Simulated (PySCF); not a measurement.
SMILES C(SC)CC(C)(C)C (C₇H₁₆S), GFN2-xTB optimised geometry.

```
24

C      2.51     1.19     0.16
S      2.04     0.08    -1.20
C      0.22     0.29    -1.18
C     -0.42    -0.42     0.00
C     -1.96    -0.42     0.00
C     -2.51     1.01     0.00
C     -2.51    -1.18    -1.21
C     -2.43    -1.13     1.28
H      3.59     1.24     0.16
H      2.16     0.79     1.11
H      2.09     2.18    -0.01
H      0.02     1.36    -1.18
H     -0.10    -0.14    -2.13
H     -0.07    -1.45     0.01
H     -0.08     0.05     0.93
H     -3.59     1.00     0.11
H     -2.28     1.52    -0.93
H     -2.09     1.58     0.82
H     -3.59    -1.27    -1.13
H     -2.08    -2.18    -1.26
H     -2.29    -0.66    -2.14
H     -2.07    -0.60     2.16
H     -3.51    -1.16     1.32
H     -2.05    -2.15     1.31
```

Density from CAM-B3LYP/def2-SVP (PySCF) at that geometry.

Minimum of the electron density along straight lines between bonded atoms, close to the bond critical point (lines longer than 1.1 times the sum of covalent radii, or with two minima, are not listed):

```
bond    length / Å  ρ at the minimum / e bohr⁻³  ∇²ρ there / e bohr⁻⁵  position (fraction from the first atom)
------  ----------  ---------------------------  --------------------  ---------------------------------------
C1–S2        1.815                        0.182                 -0.34                                     0.47
S2–C3        1.825                        0.180                 -0.32                                     0.54
C3–C4        1.521                        0.250                 -0.59                                     0.51
C4–C5        1.541                        0.242                 -0.56                                     0.50
C5–C6        1.530                        0.246                 -0.57                                     0.50
C5–C7        1.530                        0.246                 -0.57                                     0.50
C5–C8        1.533                        0.245                 -0.57                                     0.50
C1–H9        1.085                        0.279                 -1.07                                     0.64
C1–H10       1.086                        0.280                 -1.06                                     0.64
C1–H11       1.087                        0.279                 -1.05                                     0.64
C3–H12       1.089                        0.279                 -1.05                                     0.63
C3–H13       1.088                        0.280                 -1.06                                     0.64
C4–H14       1.093                        0.277                 -1.02                                     0.63
C4–H15       1.093                        0.276                 -1.00                                     0.62
C6–H16       1.088                        0.277                 -1.02                                     0.63
C6–H17       1.087                        0.277                 -1.02                                     0.63
C6–H18       1.088                        0.276                 -1.01                                     0.62
C7–H19       1.088                        0.277                 -1.02                                     0.63
C7–H20       1.088                        0.277                 -1.02                                     0.63
C7–H21       1.087                        0.277                 -1.02                                     0.62
C8–H22       1.088                        0.276                 -1.02                                     0.62
C8–H23       1.088                        0.277                 -1.02                                     0.63
C8–H24       1.088                        0.277                 -1.02                                     0.63
```
